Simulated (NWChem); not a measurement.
The numbers come from NWChem runs, not from measurements. System: CH$_{3}$Li, charge 0, spin multiplicity 1, at a geometry optimised with PBE/def2-SVP. The structure started from a generated list of species. Level: MP2/aug-cc-pVTZ, 1 core orbitals frozen.

Job file:

```
start mol
memory heap 200 mb stack 900 mb global 1100 mb
geometry units angstroms nocenter noautoz
  Li     0.932629    -1.296165     0.000000
  C     -0.223810     0.311052     0.000000
  H     -0.900175     0.375331     0.885897
  H     -0.900175     0.375331    -0.885897
  H      0.345320     1.271524     0.000000
  symmetry group Cs
end
basis spherical
  * library aug-cc-pvtz
end
scf
  rhf
  nopen 0
  maxiter 100
  thresh 1e-7
  semidirect memsize 60000000 filesize 0
end
mp2
  freeze core 1
end
task mp2 energy
```

Output (cleaned and shortened):

```
             Northwest Computational Chemistry Package (NWChem) 7.3.0
             --------------------------------------------------------

                                NWChem Input Module
                                -------------------

 Scaling coordinates for geometry "geometry" by  1.889725989
 (inverse scale =  0.529177249)

 Turning off AUTOSYM since
 SYMMETRY directive was detected!

                             Geometry "geometry" -> ""
                             -------------------------

 Output coordinates in angstroms (scale by  1.889725989 to convert to a.u.)

  No.       Tag          Charge          X              Y              Z
 ---- ---------------- ---------- -------------- -------------- --------------
    1 Li                   3.0000     0.93262900    -1.29616500     0.00000000
    2 C                    6.0000    -0.22381000     0.31105200     0.00000000
    3 H                    1.0000    -0.90017500     0.37533100     0.88589700
    4 H                    1.0000    -0.90017500     0.37533100    -0.88589700
    5 H                    1.0000     0.34532000     1.27152400     0.00000000

 Effective nuclear repulsion energy (a.u.)      16.0466082827

            Nuclear Dipole moment (a.u.)
            ----------------------------
        X                 Y               Z
 ---------------- ---------------- ----------------
    -0.0000056692     0.0000056692     0.0000000000

      Symmetry information
      --------------------

 Group name             Cs
 Group number              2
 Group order               2
 No. of unique centers     4

      Symmetry unique atoms

     1    2    3    5


 Summary of "ao basis" -> "" (spherical)
 ------------------------------------------------------------------------------
       Tag                 Description            Shells   Functions and Types
 ---------------- ------------------------------  ------  ---------------------
 *                        aug-cc-pvtz                 on all atoms

 Summary of "ao basis" -> "ao basis" (spherical)
 ------------------------------------------------------------------------------
[...]
     1   1 0 0      1.385704      0.000000     -0.000006
     1   0 1 0     -1.925864      0.000000      0.000006
     1   0 0 1     -0.000000      0.000000      0.000000

     2   2 0 0     -6.031989      0.000000     16.604778
     2   1 1 0     -3.711741      0.000000    -15.287251
     2   1 0 1     -0.000000      0.000000      0.000000
     2   0 2 0     -3.544064      0.000000     26.851444
     2   0 1 1      0.000000      0.000000      0.000000
     2   0 0 2     -8.702657      0.000000      5.605239

                   NWChem MP2 Semi-direct Energy/Gradient Module
                   ---------------------------------------------

  Basis functions       =    161
  Molecular orbitals    =    161
  Frozen core           =      1
  Frozen virtuals       =      0
  Active alpha occupied =      5
  Active beta occupied  =      5
  Active alpha virtual  =    155
  Active beta virtual   =    155
  Use MO symmetry       = T
  Use skeleton AO sym   = T

  AO/Fock/Back tols     =   1.0D-09  1.0D-09  1.0D-09

 GA uses MA = F    GA memory limited = T

 Available:
  local mem=  1.26D+08
 global mem=  1.44D+08
 local disk=  0.00D+00
  mp2_memr nvloc                   155
  nvloc new                   155
   1 passes of   5:        5242880                      91613                  34407381.
   1 passes of   5: M    126151371           G      144127358           F     120908491.

 Semi-direct pass number   1 of   1  for RHF alpha+beta  at       26.7s
  vrange nnbf                 13041
  mp2_eaftype                   131  avail_ma_in_mb                  1099
 EAF : mp2_eaftype filesize         131   17203691.
  mp2_eaf for mointskh                    131
Node 0 wrote     80.9 Mb in      0.1 s     Agg I/O rate:   582.8 Mb/s
 Done moints_semi at       43.9s
  mp2_eaftype                   131  avail_ma_in_mb                   968
 EAF : mp2_eaftype filesize         131   17203691.
  mp2_eaf for kh                   131
 Done maket at       44.4s
 Done multipass loop at       44.4s

          -------------------------------------------
          SCF energy                 -47.035979095837
          Correlation energy          -0.225862686830
          Singlet pairs               -0.161025100368
          Triplet pairs               -0.064837586463
          Total MP2 energy           -47.261841782667
          -------------------------------------------

          ---------------------------------------------------
                    Spin Component Scaled (SCS) MP2
          Same spin pairs                     -0.043225057642
          Same spin scaling factor             0.333333333333
          Opposite spin pairs                 -0.182637629189
          Opposite spin scaling fact.          1.200000000000
          SCS-MP2 correlation energy          -0.233573507573
          Total SCS-MP2 energy               -47.269552603411
          ---------------------------------------------------

 -----------------------
 Performance information
 -----------------------

 Timer overhead =  1.40D-07 seconds/call

               Nr. of calls         CPU time (s)                 Wall time (s)                GFlops
             ---------------    -------------------     ------------------------------   -------------------
Name         Min   Avg   Max    Min     Avg     Max     Min     Avg     Max   Mx/calls   Min     Max     Sum
mp2: moin     1     1     1    17.     17.     17.      17.     17.     17.     17.      0.0     0.0     0.0
mp2: make     1     1     1   0.50    0.50    0.50     0.50    0.50    0.50    0.50      0.0     0.0     0.0
mp2: tota     1     1     1    18.     18.     18.      18.     18.     18.     18.      0.0     0.0     0.0

 The average no. of pstat calls per process was 3.00D+00
 with a timing overhead of 4.21D-07s

 Task  times  cpu:       44.4s     wall:       44.4s

 Total times  cpu:       44.4s     wall:       44.4s
```
